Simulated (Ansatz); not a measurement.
Consider the formal exchange of groups at the Se–B bond: `C[Se]B(O)O` + `[Cl][InH2]` → `C[Se][InH][Cl]` + `OBO`.

Computed with Ansatz on PBE0-D4/def2-TZVP structures; ΔE is electronic, products minus reactants. CCSD(T)/CBS adds triple-zeta CCSD(T) − MP2 to the extrapolated MP2 energy (def2 sets, frozen cores). This one scheme is used for every species. DFT in def2-TZVPP. B3LYP here is the variant with VWN-RPA as its local correlation; programs differ in this. Elements past krypton have def2 core potentials. For In, Se outer-core shells are correlated without core-valence functions, which leaves a few kJ/mol of doubt a bond. Scalar relativity is left out up to krypton. One conformer a species, not always the lowest.

`C[Se]B(O)O`:

Cartesian coordinates in Å:
```
C -0.593 1.730 0.265
Se -1.368 0.034 -0.307
B 0.242 -1.076 -0.193
O 1.410 -0.511 0.206
O 0.219 -2.404 -0.507
H 0.196 2.022 -0.423
H -0.198 1.631 1.272
H -1.398 2.463 0.247
H 2.128 -1.151 0.223
H -0.637 -2.738 -0.782
```

`[Cl][InH2]`:

Cartesian coordinates in Å:
```
Cl 0.213 -1.444 -1.486
In -0.027 0.180 0.186
H 0.469 -0.383 1.717
H -0.655 1.646 -0.416
```

`C[Se][InH][Cl]`:

Cartesian coordinates in Å:
```
C -0.946 0.933 0.673
Se 0.191 -0.442 1.489
In 1.281 -1.310 -0.557
Cl 0.507 -0.194 -2.467
H -1.607 0.490 -0.066
H -1.530 1.354 1.490
H -0.335 1.706 0.215
H 2.440 -2.536 -0.777
```

`OBO`:

Cartesian coordinates in Å:
```
O 0.671 -0.862 -0.022
B -0.210 0.143 0.246
O -0.505 1.042 -0.721
H 0.815 -1.447 0.723
H -0.738 0.261 1.315
H -0.033 0.864 -1.541
```

(1) Is it downhill or uphill in electronic energy at CCSD(T)/CBS, and by how much? (Best estimate.)

(2) What do these levels give: PBE-D4, B3LYP-D4, ωB97M-V, B2PLYP, B3LYP, CCSD/CBS(def2)? (Best estimate.)

Largest T1 diagnostic among the species: 0.014.

Results:

(1) Computed: Downhill: ΔE = -66.1 kJ/mol.

(2) The calculation gave: PBE-D4 -59.2, B3LYP-D4 -64.3, ωB97M-V -57.6, B2PLYP -64.3, B3LYP -64.3, CCSD/CBS(def2) -65.8 kJ/mol.
